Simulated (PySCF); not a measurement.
C5H7F, SMILES C[C@H]1CC=C1F. Atoms are numbered in the order given.

```xyz
13

C     -1.9203    -0.2387     0.1719
C     -0.4601    -0.3788     0.5807
C      0.3977    -1.4840    -0.1475
C      1.2842    -0.3562    -0.6641
C      0.5382     0.5626    -0.0404
F      0.5921     1.8870     0.0436
H     -2.3544     0.6905     0.5743
H     -2.0192    -0.2106    -0.9255
H     -2.5189    -1.0826     0.5504
H     -0.3706    -0.4400     1.6799
H     -0.1648    -2.0364    -0.9184
H      0.8831    -2.2050     0.5309
H      2.1781    -0.3281    -1.2873
```

Coordinates come from a B3LYP-D3(BJ)/def2-SVP optimisation. The structure was generated by enumeration; whether it is a known compound was not checked.

Level of theory: TDA-PBE0/def2-SVPD run with PySCF.

Vertical excitations. The molecule is in vacuum.

| state | energy (eV) | λ (nm) | f | main pairs |
|---|---|---|---|---|
| S1 | 6.81 | 182 | 0.029 | HOMO→LUMO+1 59 %, HOMO→LUMO 37 % |
| S2 | 7.24 | 171 | 0.011 | HOMO→LUMO+2 97 % |
| S3 | 7.38 | 168 | 0.095 | HOMO→LUMO+3 50 %, HOMO→LUMO 29 %, HOMO→LUMO+1 10 %, HOMO→LUMO+4 8 % |
| S4 | 7.71 | 161 | 0.040 | HOMO→LUMO+4 58 %, HOMO→LUMO+3 30 % |
| S5 | 7.81 | 159 | 0.154 | HOMO→LUMO+4 33 %, HOMO→LUMO 22 %, HOMO→LUMO+1 18 %, HOMO→LUMO+3 14 % |
| S6 | 8.04 | 154 | 0.004 | HOMO−1→LUMO 81 % |
| S7 | 8.24 | 150 | 0.011 | HOMO−2→LUMO 81 % |
| S8 | 8.43 | 147 | 0.012 | HOMO→LUMO+5 87 % |
| S9 | 8.72 | 142 | 0.010 | HOMO→LUMO+6 93 % |
| S10 | 8.98 | 138 | 0.001 | HOMO−1→LUMO+1 83 % |
| T1 | 4.36 | 284 | 0 | HOMO→LUMO 81 %, HOMO→LUMO+1 14 % |
| T2 | 6.71 | 185 | 0 | HOMO→LUMO+1 78 % |
| T3 | 7.10 | 175 | 0 | HOMO→LUMO+2 91 % |
| T4 | 7.36 | 168 | 0 | HOMO→LUMO+3 71 %, HOMO→LUMO+4 17 % |
Triplets are in the Tamm–Dancoff approximation.
